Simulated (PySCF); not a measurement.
## How methods differ on the excitation energy of N⁺

N⁺ [He] 2s2 2p2 (3P) → N⁺ [He] 2s2 2p1 3s1 (3P), as a difference of total energies. Computed with PySCF 2.14 in aug-cc-pwCVQZ (9s8p6d4f2g, 109 functions), with the non-relativistic Hamiltonian (point nucleus). Correlated levels: valence: 1s2 frozen; valence and next inner shell: nothing frozen. The calculations carry no spin-orbit coupling.

| method | excitation energy (cm⁻¹) |
| --- | --- |
| UHF | 147980 |
| LDA | 150830 |
| PBE | 149540 |
| PBE0 | 150230 |
| r2SCAN | 153460 |
| M06-L | 155890 |
| B97-3 | 151590 |
| LC-wPBE | 152660 |
| MP2 (valence) | 149660 |
| SCS-MP2 (valence) | 148790 |
| MP2 (valence and next inner shell) | 150020 |
| SCS-MP2 (valence and next inner shell) | 149050 |

Errors of the correlated levels include the incompleteness of this basis and the frozen core.

For comparison: 148920 cm⁻¹ (measured; NIST levels, between the centres of gravity of the two terms).
